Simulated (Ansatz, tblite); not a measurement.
Forces on In(pzH)Cl3 (C₃H₄Cl₃InN₂) at its PBE-D4/def2-SVP geometry. Total charge 0; singlet.

In the def2 sets In takes a core potential; there is no spin–orbit coupling. The xTB rows come from tblite.

GFN1-xTB (tblite), largest force 0.96 eV/Å:

```xyz
13
positions Å, forces eV/Å
In   -2.397   -0.140    0.429   -0.362    0.116   -0.118
N    -0.133   -0.121    0.178    0.912   -0.172    0.137
C     0.922   -0.670    0.806   -0.026    0.250   -0.332
C     2.115   -0.281    0.163   -0.520    0.218   -0.239
C     1.704    0.538   -0.894   -0.258   -0.237    0.345
N     0.355    0.603   -0.843    0.179    0.121   -0.179
H     0.770   -1.311    1.682    0.156    0.367   -0.509
H     3.140   -0.557    0.428   -0.599    0.162   -0.156
H     2.271    1.071   -1.666   -0.312   -0.320    0.461
H    -0.343    1.098   -1.433    0.692   -0.431    0.505
Cl   -3.021   -2.393    0.099    0.123    0.459    0.072
Cl   -2.608    1.319   -1.488   -0.057   -0.328    0.441
Cl   -2.776    0.844    2.541    0.072   -0.204   -0.429
```

GFN2-xTB (tblite), largest force 1.32 eV/Å:

```
In -0.304 0.016 0.010
N 1.315 -0.048 -0.068
C -0.290 0.224 -0.272
C -0.256 0.141 -0.164
C -0.334 -0.106 0.177
N 0.139 -0.157 0.197
H 0.124 0.428 -0.587
H -0.769 0.196 -0.185
H -0.351 -0.411 0.587
H 0.427 -0.274 0.321
Cl 0.151 0.491 0.069
Cl 0.052 -0.288 0.377
Cl 0.097 -0.213 -0.463
```

r2SCAN-D4/def2-TZVP (Ansatz), largest force 0.70 eV/Å:

```
In 0.098 0.005 -0.016
N 0.064 -0.180 0.235
C 0.040 0.079 -0.111
C -0.162 0.079 -0.089
C -0.013 -0.081 0.111
N 0.104 0.178 -0.248
H 0.067 0.358 -0.487
H -0.578 0.159 -0.155
H -0.329 -0.293 0.427
H 0.520 -0.306 0.356
Cl 0.134 0.493 0.078
Cl -0.025 -0.270 0.360
Cl 0.080 -0.221 -0.461
```
